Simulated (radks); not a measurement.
The table gives one normalised radial function P(r) = r R(r) of He in [He] (r in bohr). All-electron calculation, scalar-relativistic Kohn-Sham, LB94 model potential, spin-unpolarised, spherical densities, finite nucleus; Gaussian nuclear charge, rms radius 1.6755 fm. Program: a radial shooting solver on a logarithmic mesh with Libxc functionals.

| r | P |
|---|---|
| 0.03184 | 0.1431 |
| 0.03736 | 0.1660 |
| 0.04384 | 0.1923 |
| 0.05104 | 0.2207 |
| 0.0599 | 0.2545 |
| 0.07029 | 0.2926 |
| 0.08249 | 0.3351 |
| 0.0968 | 0.3823 |
| 0.1136 | 0.4340 |
| 0.1333 | 0.4900 |
| 0.1564 | 0.5496 |
| 0.1821 | 0.6087 |
| 0.2137 | 0.6720 |
| 0.2508 | 0.7344 |
| 0.2943 | 0.7935 |
| 0.3454 | 0.8461 |
| 0.4053 | 0.8886 |
| 0.4756 | 0.9173 |
| 0.5582 | 0.9287 |
| 0.6498 | 0.9206 |
| 0.7625 | 0.8902 |
| 0.8948 | 0.8367 |
| 1.05 | 0.7615 |
| 1.232 | 0.6679 |
| 1.446 | 0.5613 |
| 1.697 | 0.4489 |
| 1.991 | 0.3387 |
| 2.318 | 0.2433 |
| 2.721 | 0.1590 |
| 3.193 | 0.0946 |
| 3.747 | 0.0505 |

Which n and l does it have? It may be an empty orbital.

Answer. n = 1, l = 0: the number of nodes gives n - l - 1 = 0, the rise at small r (about r^(l+1)) gives l, and the extent must fit the shell. The curve is that of 1s. 1s: eigenvalue -23.161 eV, 0 radial nodes, <r> = 0.930 bohr, 90 % of the charge inside 1.70 bohr.
